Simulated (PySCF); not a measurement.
C₄H₇PSe.
Structure used (PBE0-D3(BJ)/def2-SVP), in Å, numbered top down from 1:
```xyz
13
C4H7PSe angstrom
C     -1.6707    0.6748    0.1935
C     -0.8996   -0.5655    0.6402
C      0.4900   -0.5512    0.1374
C      1.3766   -1.1772   -0.6306
P      1.9815    0.4017   -0.0931
Se     2.2659    2.1580   -1.1755
H     -1.7257    0.7321   -0.9033
H     -1.1793    1.5935    0.5463
H     -2.6957    0.6553    0.5907
H     -0.8657   -0.6049    1.7426
H     -1.3997   -1.4876    0.2999
H      1.4922   -2.0622   -1.2605
H      2.8367    0.2169    1.0241
```

Level of theory: PBE0-D3(BJ)/def2-SVP geometry optimisation, gas phase in PySCF 2.14.0.

Take the most abundant isotopes and a rigid rotor. The values belong to one conformer with, in the numbering `[CH3:1][CH2:2][C:3]1=[CH:4][P@H:5]1=[Se:6]`, C1–C2–C3–C4 -118°.

Give the principal moments of inertia and the rotational constants in MHz.

Ia = 145.27, Ib = 512.39, Ic = 619.27 u·Å²; 505379 MHz·u·Å²/I gives A = 3479, B = 986.3, C = 816.1 MHz.

Classify the top.

An asymmetric top; Ray's κ = -0.872.

What does the inertial defect say?

Not planar: Δ = Ic − Ia − Ib = -38.40 u·Å². For a rigid frame Δ = −2 Σ m c², so Σ m c² = 19.20 u·Å² lies off the ab plane: 8.06 from hydrogen and 11.14 from heavier atoms. The atom farthest from that plane is 1.58 Å away.

List the rotational levels J(Ka,Kc) to J = 4 (MHz).

Above 0(0,0):
J = 1: 1(0,1) 1802, 1(1,1) 4295, 1(1,0) 4465
J = 2: 2(0,2) 5399, 2(1,2) 7730, 2(1,1) 8240, 2(2,1) 15718, 2(2,0) 15726
J = 3: 3(0,3) 10772, 3(1,3) 12876, 3(1,2) 13897, 3(2,2) 21125, 3(2,1) 21167, 3(3,1) 34019, 3(3,0) 34019
J = 4: 4(0,4) 17899, 4(1,4) 19729, 4(1,3) 21430, 4(2,3) 28328, 4(2,2) 28453, 4(3,2) 41244, 4(3,1) 41246, 4(4,1) 59273, 4(4,0) 59273

Which types of transition are allowed, and where do some lines up to J = 5 fall?

The dipole components are |μa| = 4.52 D, |μb| = 1.42 D, |μc| = 0.36 D. The squared components, which scale the intensities, stand as 1.00 : 0.10 : 0.01 (a : b : c). Some lines, for components of 0.1 D or more:

| type | branch | J(Ka,Kc) | MHz | lower level (cm⁻¹) |
| --- | --- | --- | --- | --- |
| a | Q | 2(1,1) ← 2(1,2) | 511 | 0.258 |
| c | Q | 1(1,1) ← 1(0,1) | 2493 | 0.060 |
| b | Q | 2(1,1) ← 2(0,2) | 2841 | 0.180 |
| c | Q | 3(2,2) ← 3(1,2) | 7228 | 0.464 |
| a | R | 4(1,3) ← 3(1,2) | 7532 | 0.464 |
| b | Q | 4(2,3) ← 4(1,4) | 8599 | 0.658 |
| b | Q | 5(2,4) ← 5(1,5) | 9040 | 0.943 |
| b | R | 2(2,0) ← 1(1,1) | 11431 | 0.143 |
| b | Q | 3(3,1) ← 3(2,2) | 12893 | 0.705 |
| b | R | 3(2,1) ← 2(1,2) | 13438 | 0.258 |
| b | R | 4(2,2) ← 3(1,3) | 15577 | 0.430 |
| b | R | 5(2,4) ← 4(1,3) | 15892 | 0.715 |
| c | R | 5(2,3) ← 4(1,3) | 16179 | 0.715 |
| b | Q | 4(4,0) ← 4(3,1) | 18027 | 1.376 |
| c | R | 3(3,0) ← 2(2,0) | 18293 | 0.525 |
| b | R | 3(3,0) ← 2(2,1) | 18301 | 0.524 |
| c | R | 4(3,1) ← 3(2,1) | 20079 | 0.706 |
| c | R | 4(3,2) ← 3(2,2) | 20119 | 0.705 |
| c | R | 5(3,3) ← 4(2,3) | 21954 | 0.945 |
| c | Q | 5(5,1) ← 5(4,1) | 23182 | 2.278 |
| c | R | 5(5,1) ← 4(4,1) | 32212 | 1.977 |

PBE0-D3(BJ)/def2-SVP frequencies: not computed here. No vibrational averaging or centrifugal distortion is included, and the geometry carries the error of its method. A rigid rotor knows nothing of internal rotation, which can split or shift real lines.

The run took 59 s of wall time on an AMD EPYC 9B45 with one thread (shared host), and the process peaked at 0.56 GiB of memory. These figures are those of the optimisation.
